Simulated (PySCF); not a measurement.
Energy landscape of Cl₄Zr, singlet: flattening of a tetrahedron along the D2d path, bond length relaxed. Scanned: the two opposite Cl-Zr-Cl angles (109.47 = tetrahedral, 180 = square planar). Other coordinates (Zr-Cl bond length) were minimised at PBE0/def2-TZVP.

The free coordinates were minimised at PBE0/def2-TZVP in PySCF; the energy column is PySCF with M06-2X/def2-TZVP, def2 effective core potentials past Kr, in kJ/mol.

```
a / °   Zr-Cl bond length / Å      E
------  ---------------------  -----
90                      2.327   47.0
95                      2.322   24.6
100                     2.320   10.0
105                     2.318    2.1
109.47                  2.318    0.0
115                     2.318    3.1
120                     2.319   10.9
130                     2.325   38.6
140                     2.334   78.7
150                     2.344  124.7
160                     2.355  168.4
170                     2.363  200.3
180                     2.366  212.2
```
